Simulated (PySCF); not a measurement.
C3H3F4I.
SMILES with atom numbers: `[F:1][CH:2]([F:3])[C:4]([F:5])([F:6])[CH2:7][I:8]` (hydrogens: H9 on C2; H10, H11 on C7)

Method used: PBE0-D3(BJ)/def2-SVP geometry optimisation, gas phase, def2 core potentials past Kr (PySCF 2.14.0).

Some entries are withheld. Bonds in one row agree within 0.01 Å.

```csv
coordinate,value
"F1–C2, C2–F3",1.343 Å
C2–C4,?
"C4–F5, C4–F6",1.348 Å
C4–C7,?
C7–I8,?
C2–H9,1.104 Å
"C7–H10, C7–H11",1.096 Å
F1–C2–F3,?
F1–C2–C4,?
C2–C4–F5,106.8°
C2–C4–C7,112.2°
F5–C4–F6,107.9°
F5–C4–C7,111.4°
C4–C7–I8,?
```

**Question.** Fill in the missing values.

**Answer.** 
- C2–C4 = 1.534 Å, drawn single (CHF2 carbon to CF2 carbon); 0.01 Å above the sum of covalent radii, 1.52 Å.
- C4–C7 = 1.507 Å, drawn single (CF2 carbon to chain CH2 carbon); 0.01 Å below the sum of covalent radii, 1.52 Å.
- C7–I8 = 2.139 Å, drawn single (ends: chain CH2 carbon; iodine bonded to C); 0.01 Å below the sum of covalent radii, 2.15 Å.
- F1–C2–F3 = 108.7°, at the CHF2 carbon; the outer atoms are 2.183 Å apart.
- F1–C2–C4 = 109.4°, at the CHF2 carbon; the outer atoms are 2.351 Å apart.
- C4–C7–I8 = 113.0°, at the chain CH2 carbon; the outer atoms are 3.060 Å apart.

Radii are Cordero's, carbon taken as 0.76, 0.73 or 0.69 Å for four, three, and two or fewer neighbours.

Whether it is a minimum is left open (no frequencies). One conformer, not necessarily the lowest (F1–C2–C4–F5 -63°, C2–C4–C7–I8 180°).
